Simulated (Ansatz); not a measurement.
Cost and result for the atomization energy of CH₈OSiSn, SMILES `[SiH3]C[O][SnH3]` (12 atoms, 11 bonds).

```xyz
12

Si   -0.748   -0.017    2.091
C     0.083   -0.473    0.456
O    -0.143    0.584   -0.453
Sn    0.591    0.448   -2.280
H    -0.532   -1.110    3.081
H    -0.166    1.241    2.626
H    -2.208    0.167    1.886
H    -0.330   -1.429    0.096
H     1.156   -0.649    0.634
H     0.105    1.893   -3.028
H     2.285    0.295   -2.124
H    -0.092   -0.950   -2.986
```

Total charge 0; spin multiplicity 1. Correlated methods include outer-core shells of Sn, which these sets cover unevenly. Sn: def2 effective core potential. The structure was optimised at the PBE0-D4/def2-TZVP level. It is one conformer, not always the lowest. Program: Ansatz. All runs use 4 threads of an Arm Neoverse V1 on a shared host. Times are those of one run each, without the atoms' runs, and a repeat can differ threefold. Electronic energies, without spin–orbit coupling; frozen cores. CCSD(T)/CBS adds CCSD(T) − MP2 in def2-TZVPP to the MP2 limit, and its time is that of the two runs behind it. T1 = 0.014. With those shells the extrapolation isn't a true limit. B3LYP takes the VWN-RPA correlation (the form of Gaussian; ORCA's B3LYP/G).

CCSD(T)/CBS is a level of theory with its own doubt, some kJ/mol a heavy atom from the limit and from the frozen cores, so smaller differences don't rank the functionals.

| level | functions | wall time |
| --- | --- | --- |
| PBE-D4/def2-TZVPP (with forces) | 266 | 3.4 s |
| PBE0-D4/def2-TZVPP | 266 | 4.6 s |
| r2SCAN-D4/def2-TZVPP (with forces) | 266 | 6 s |
| B3LYP-D4/def2-TZVPP (with forces) | 266 | 7 s |
| B2PLYP/def2-TZVPP | 266 | 8 s |
| ωB97X-V/def2-TZVPP | 266 | 11 s |
| ωB97M-V/def2-TZVPP (with forces) | 266 | 16 s |
| MP2/def2-QZVPP | 506 | 26 s |
| CCSD(T)/def2-TZVPP | 266 | 5.3 min |
| CCSD(T)/CBS(def2) | – | 5.7 min |

(1) What atomization energy does each give, and how far from CCSD(T)/CBS? (An estimate is asked.)

Answers

(1) Ansatz gave: 
```
                             level  atomization (kcal/mol)  difference from CCSD(T)/CBS  per bond
   PBE-D4/def2-TZVPP (with forces)                   869.4                         -5.7      -0.5
                PBE0-D4/def2-TZVPP                   859.1                        -16.0      -1.5
r2SCAN-D4/def2-TZVPP (with forces)                   868.2                         -6.9      -0.6
 B3LYP-D4/def2-TZVPP (with forces)                   868.0                         -7.1      -0.6
                 B2PLYP/def2-TZVPP                   856.7                        -18.4      -1.7
                ωB97X-V/def2-TZVPP                   877.1                          2.0       0.2
  ωB97M-V/def2-TZVPP (with forces)                   870.5                         -4.6      -0.4
                    MP2/def2-QZVPP                   861.5                        -13.6      -1.2
                CCSD(T)/def2-TZVPP                   852.1                        -23.0      -2.1
                 CCSD(T)/CBS(def2)                   875.1                          0.0       0.0
```

In def2-TZVPP, CCSD(T) changes the Hartree–Fock value by +223.7 kcal/mol (the triples alone add +10.9 kcal/mol) and MP2 by +219.3 kcal/mol; breaking electron pairs costs correlation energy, which Hartree–Fock lacks. The D4 term adds +9.3 kcal/mol with B3LYP and +4.9 kcal/mol with PBE0; it sums over pairs of atoms, weighted by their polarisabilities, and B3LYP, whose exchange is more repulsive, gets the larger term. From PBE to PBE0 (25 % exact exchange), in def2-TZVPP and without D4, the atomization energy moves by −9.4 kcal/mol: exact exchange takes away binding that semilocal exchange gives to molecules.

Spin–orbit coupling would lower the free Sn atoms strongly, and the atomization energy with them, by more than many differences here. For some Ge, Se and Sn compounds the MP2-based and the directly extrapolated limit differ by 10 to 25 kJ/mol.
